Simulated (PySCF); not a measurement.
FH2NSi, SMILES N[Si]F (connectivity only; charge and spin as stated), neutral, multiplicity 1.

Geometry optimised at PBE0-D3(BJ)/def2-TZVP. The values are those of a single conformer.

Vertical ionisation energy (IE) and electron affinity (EA) in eV. Rows of orbital energies are one-electron estimates. Where ΔSCF, EOM or ADC give a negative EA the extra electron is unbound and the value depends on the basis.

```tsv
level	IE	EA
−ε(HOMO), −ε(LUMO), M06-2X/def2-TZVPD (PySCF)	8.32	0.38
ADC(2)/aug-cc-pVDZ (PySCF)	___	___
```

Task: Some entries are withheld; supply them. (Estimate from the structure and the level; the computed values follow.)

Result: 
- ADC(2)/aug-cc-pVDZ (PySCF), IE: 9.35
- ADC(2)/aug-cc-pVDZ (PySCF), EA: -0.68

Task: Beyond the first one, list the lowest photoelectron lines from ADC(2)/aug-cc-pVDZ run with PySCF with their pole strengths (two spins summed). (The exact figures need the calculation; the answer reports its results.)

Result: 10.28 eV (1.75), 13.30 eV (1.73), 13.85 eV (1.72), 14.78 eV (1.72), 16.61 eV (1.74).
